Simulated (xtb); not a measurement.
ClCu (SMILES [Cl][Cu]), singlet, geometry from GFN2-xTB (such geometries of metal compounds can be far from the true shape), atoms displaced at random by about 0.1 Å a coordinate. Base run: GFN2-xTB in xtb 6.7.1.

xtb was given this input:
```
$ xtb mol.xyz --gfn 2 --opt --json

# file mol.xyz
2

Cu     0.05053398     0.11745233    -0.74715299
Cl    -0.05872857    -0.15190617     1.30369025
```

Base: optimiser steps 4.

A changed run: ΔE vs base (kcal/mol) -7.46; optimiser steps 4.

Q: Which change was made?
(A) opt level = crude
(B) engine = inertial
(C) opt level = lax
(D) opt level = extreme
(E) alpb = water

A: E, alpb = water
